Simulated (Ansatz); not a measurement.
Born–Oppenheimer molecular dynamics of BF$_{2}$H$_{3}$OS (8 atoms, charge 0, multiplicity 1). It starts at the highest image of a converged band, a first-order saddle point between two minima.

All numbers below come from UKS PBE0-D4/cc-pVDZ in Ansatz.

```json
{
 "ensemble": "NVE (velocity Verlet)",
 "time step": "0.5 fs",
 "steps asked": "200",
 "starting velocities drawn for": "300 K",
 "seed": "2626"
}
```

First frame:

```xyz
8
Properties=species:S:1:pos:R:3
B -0.585 0.333 -0.169
S 1.469 0.492 -0.564
F -1.250 -0.080 -1.268
F -1.001 1.476 0.437
H 0.876 -0.492 0.536
O -0.350 -0.777 0.832
H 1.465 -0.468 -1.520
H -0.623 -0.485 1.716
```

How far do the bonds stretch over the last three quarters of this one trajectory? (Pairs bonded in most of those frames.)


```tsv
bond	mean (Å)	spread (Å)	shortest	longest
B1–S2	1.834	0.045	1.75	1.92
B1–F3	1.338	0.022	1.30	1.39
B1–F4	1.353	0.042	1.27	1.41
S2–H7	1.356	0.021	1.32	1.39
H5–O6	0.978	0.050	0.90	1.06
O6–H8	0.973	0.029	0.91	1.03
```

Mean temperature of the second half: 421 K. The conserved energy stayed within 0.46 meV per atom of its start (net change -0.1 meV per atom), so the integration is sound. The system heated up, since it started high on the potential surface and ran downhill. A run of 0.1 ps of so small a system gives no equilibrium averages. The orbitals stay closed-shell, which can raise the energy where a bond breaks towards radicals; this wasn't checked here.

Time of the run: 12 min on 2 threads of Arm Neoverse V1 (shared host), peak memory 0.25 GiB.
